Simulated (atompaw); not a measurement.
# What one change does to a pseudopotential (Cu, PAW (atompaw))

* Element: Cu (Z = 29)
* Generator: atompaw 4.2.0.5
* Type: PAW
* Functional: PBE
* Relativity: scalar-relativistic
* Frozen core: [Ne]
* Valence charge: 19
* Reference configuration: 3s2 3p6 3d10 4s0 4p0 (charge +1)
* Partial waves: 3s (bound): rc 0.80 bohr; 4s (bound, empty): rc 1.05 bohr; 3p (bound): rc 1.10 bohr; 4p (bound, empty): rc 1.15 bohr; 3d (bound): rc 1.15 bohr; 3d channel at -0.3 Ry: rc 1.15 bohr
* Local potential: troulliermartins scheme with l = 3 at 1 Ry, radius 1.10 bohr
* Core correction: smooth core density matched at 0.60 bohr
* Augmentation charge: gaussian compensation charge, radius 0.85 bohr; PAW radius 1.15 bohr; waves and projectors: custom rrkj vanderbiltortho

Change: wave 3p (bound): rc 1.10 bohr becomes 3p (bound): rc 0.96 bohr.

Cutoffs: the cutoffs (Ry, on a coarse ladder) from which the occupation-weighted sum of valence levels, in a spherical-Bessel basis at the reference potential, stays within 10 and 1 mRy of its value at 400 Ry; they do not see the model core or the augmentation charge, which bear on the density cutoff.

Problem. What does the change do?

Solution. The potential gets harder (110 Ry and 200 Ry → 120 Ry and 230 Ry); neither file shows a bound ghost.

```csv
quantity,base,changed
"cutoff, loose",110 Ry,120 Ry
"cutoff, tight",200 Ry,230 Ry
loose cutoff by channel (10 mRy a level),"s 50 Ry, p 55 Ry, d 70 Ry","s 50 Ry, p 80 Ry, d 70 Ry"
bound ghosts,none,none
s: phases at 1.15 bohr within 0.05 rad from the reference energy up to (Ry; the scan ends near 5),3.0,3.0
p: phases at 1.15 bohr within 0.05 rad from the reference energy up to (Ry; the scan ends near 5),to the end of the scan,to the end of the scan
d: phases at 1.15 bohr within 0.05 rad from the reference energy up to (Ry; the scan ends near 5),to the end of the scan,to the end of the scan
lowest overlap eigenvalue by channel,"s 0.05, p 0.01, d 0.94","s 0.05, p 0.13, d 0.94"
```

 The cutoffs see the waves, projectors and local potential, not the compensation charge or the core.
